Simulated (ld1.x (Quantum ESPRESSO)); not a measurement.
# magnesium (Mg), PAW: configuration errors across variants

```
Element                 : Mg
Generator               : ld1.x (Quantum ESPRESSO) 7.5
Type                    : PAW
Functional              : PBE
Relativity              : scalar-relativistic
Frozen core             : [He]
Valence charge          : 10
Reference configuration : 2s2 2p6 3s2 3p0
Partial waves           : 2s (bound): rcut 0.95, rcutus 1.10 bohr; 3s (bound): rcut 0.95, rcutus 1.10 bohr; 2p (bound): rcut 1.05, rcutus 1.15 bohr; 3p (bound, empty): rcut 1.05, rcutus 1.15 bohr; 3d channel at 0.2 Ry: rcut 1.15, rcutus 1.30 bohr; 3d channel at 2 Ry: rcut 1.15, rcutus 1.30 bohr
Local potential         : all-electron potential smoothed inside 1.25 bohr (lloc = -1)
Core correction         : Bessel-smoothed model core, default radius (core density twice the valence density)
Augmentation charge     : PSQ, inside the norm-conserving radii
```

All-electron excitation energies from the reference (eV): (1) 2s2 2p6 3s1 3p0 7.960; (2) 2s2 2p6 3s0 3p0 22.986; (3) 2s2 2p6 3s1.5 3p0 3.144; (4) 2s2 2p5 3s2 3p0 58.542; (5) 2s2 2p6 3s0 3p2 7.183; (6) 2s1 2p6 3s2 3p0 91.471; (7) 2s2 2p6 3s1 3p1 3.491.

On the changes marked as counting shells twice: ld1.x takes every shell without a wave as core, so the model core holds the marked electrons as well and exchange and correlation see them twice. This cancels in the reference configuration, but the file is broken for other ones, and its errors say nothing about a proper core correction.

Errors AE − PS in meV (a dash: test not solved or not reliable):

```csv
change,(1),(2),(3),(4),(5),(6),(7),bound ghosts
base,-0.1,-0.3,0.0,-9.9,-0.1,-7.1,0.0,none
type TM; waves now 2s (bound): rc 1.10 bohr; 3d channel at 0.2 Ry: rc 1.30 bohr; 2p (bound): rc 1.15 bohr; local potential the p channel (3s counted twice),+16,-401,+43,-0.4,+42,-524,+46,none
"augmentation PSQ, radius 0.70 bohr",-0.1,-0.3,0.0,-21,-0.1,-16,0.0,none
"wave 3d channel at 0.2 Ry: rcut 1.15, rcutus 1.30 bohr becomes 3d channel at -0.11 Ry: rcut 1.15, rcutus 1.30 bohr",-0.1,-0.3,0.0,-9.9,-0.1,-7.1,0.0,none
local potential all-electron potential smoothed inside 1.20 bohr (lloc = -2),-0.1,-0.3,0.0,-16,-0.1,-11,0.0,none
local potential all-electron potential smoothed inside 1.34 bohr (lloc = -1),-0.1,-0.3,0.0,-14,-0.1,-9.7,0.0,none
```

Give the same row for: waves 2p (bound): rcut 1.05, rcutus 1.40 bohr; 3p (bound): rcut 1.05, rcutus 1.40 bohr.

–, –, –, –, –, –, –; bound ghosts: none.
